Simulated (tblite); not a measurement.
Species: C4H7NSSi.
Atom-mapped SMILES: `[CH3:1][S:2][Si@@H:3]1[CH2:4][C@H:5]1[C:6]#[N:7]` (hydrogens: H8, H9, H10 on C1; H11 on Si3; H12, H13 on C4; H14 on C5)

A start from a force field or distance geometry was refined with GFN2-xTB geometry optimisation, gas phase (tblite). Values at the start:

| coordinate | start |
| --- | --- |
| C1–S2 | 1.834 Å |
| C1–H8 | 1.092 Å |
| S2–Si3 | 2.122 Å |
| Si3–C4 | 1.841 Å |
| Si3–C5 | 1.887 Å |
| Si3–H11 | 1.467 Å |
| C4–C5 | 1.489 Å |
| C4–H12 | 1.101 Å |
| C4–H13 | 1.145 Å |
| C5–C6 | 1.448 Å |
| C5–H14 | 1.130 Å |
| C6≡N7 | 1.159 Å |
| C1–S2–Si3 | 107.9° |
| S2–Si3–C4 | 122.3° |
| S2–Si3–C5 | 111.5° |
| Si3–C4–C5 | 68.1° |
| Si3–C5–C6 | 113.5° |
| C4–Si3–C5 | 47.1° |
| C4–C5–C6 | 118.8° |
| C5–C6–N7 | 179.2° |
| C1–S2–Si3–C4 | -105° |
| S2–Si3–C4–C5 | -90° |
| S2–Si3–C5–C4 | 115° |
| Si3–C4–C5–C6 | -104° |

How do these coordinates change at the GFN2-xTB level?

```json
{"coordinate": "C4–H13", "GFN2-xTB (Å or °)": "1.081", "change": "-0.064"}
{"coordinate": "C4–C5", "GFN2-xTB (Å or °)": "1.549", "change": "+0.060"}
{"coordinate": "C5–H14", "GFN2-xTB (Å or °)": "1.083", "change": "-0.047"}
{"coordinate": "C5–C6", "GFN2-xTB (Å or °)": "1.405", "change": "-0.043"}
{"coordinate": "Si3–C4", "GFN2-xTB (Å or °)": "1.878", "change": "+0.037"}
{"coordinate": "Si3–H11", "GFN2-xTB (Å or °)": "1.447", "change": "-0.020"}
{"coordinate": "C4–H12", "GFN2-xTB (Å or °)": "1.082", "change": "-0.019"}
{"coordinate": "Si3–C5", "GFN2-xTB (Å or °)": "1.901", "change": "+0.014"}
{"coordinate": "C1–S2", "GFN2-xTB (Å or °)": "1.822", "change": "-0.012"}
{"coordinate": "C6≡N7", "GFN2-xTB (Å or °)": "1.148", "change": "-0.011"}
{"coordinate": "S2–Si3", "GFN2-xTB (Å or °)": "2.131", "change": "+0.009"}
{"coordinate": "C1–H8", "GFN2-xTB (Å or °)": "1.085", "change": "-0.007"}
{"coordinate": "C1–S2–Si3", "GFN2-xTB (Å or °)": "99.5", "change": "-8.4"}
{"coordinate": "Si3–C5–C6", "GFN2-xTB (Å or °)": "117.6", "change": "+4.1"}
{"coordinate": "S2–Si3–C4", "GFN2-xTB (Å or °)": "118.7", "change": "-3.6"}
{"coordinate": "S2–Si3–C5", "GFN2-xTB (Å or °)": "114.9", "change": "+3.4"}
{"coordinate": "C4–C5–C6", "GFN2-xTB (Å or °)": "116.6", "change": "-2.2"}
{"coordinate": "Si3–C4–C5", "GFN2-xTB (Å or °)": "66.6", "change": "-1.5"}
{"coordinate": "C4–Si3–C5", "GFN2-xTB (Å or °)": "48.4", "change": "+1.3"}
{"coordinate": "C5–C6–N7", "GFN2-xTB (Å or °)": "177.9", "change": "-1.3"}
{"coordinate": "S2–Si3–C4–C5", "GFN2-xTB (Å or °)": "-99", "change": "-9"}
{"coordinate": "C1–S2–Si3–C4", "GFN2-xTB (Å or °)": "-97", "change": "+8"}
{"coordinate": "S2–Si3–C5–C4", "GFN2-xTB (Å or °)": "107", "change": "-8"}
{"coordinate": "Si3–C4–C5–C6", "GFN2-xTB (Å or °)": "-110", "change": "-6"}
```

The energy falls by 41.3 kJ/mol over 101 L-BFGS steps, the largest force on an atom goes from 3.11 to 0.004 eV/Å, and the atoms move by 0.358 Å rms after alignment. The bond that changes most is C4–H13 (sp3 carbon bound to silicon to methylene hydrogen), which shortens by 0.064 Å. Bonds longer at the end by more than 0.005 Å: 4 of 14; shorter: 10. Among the dihedrals that turn most is H10–C1–S2–Si3, from -21° to -59°. Rotational constants go from 5287, 833.1, 798.1 to 5601, 824.1, 800.3 MHz.

On Intel Xeon Platinum 8488C, one thread, on a shared host, this took 0.72 s wall.

Its GFN2-xTB frequencies are all real (lowest 34 cm⁻¹). One conformer, not necessarily the lowest. 3 starts were optimised and ended at 0.00, 0.01 and 0.35 kcal/mol (GFN2-xTB); the lowest of these is shown.

All values are computed, not measured.
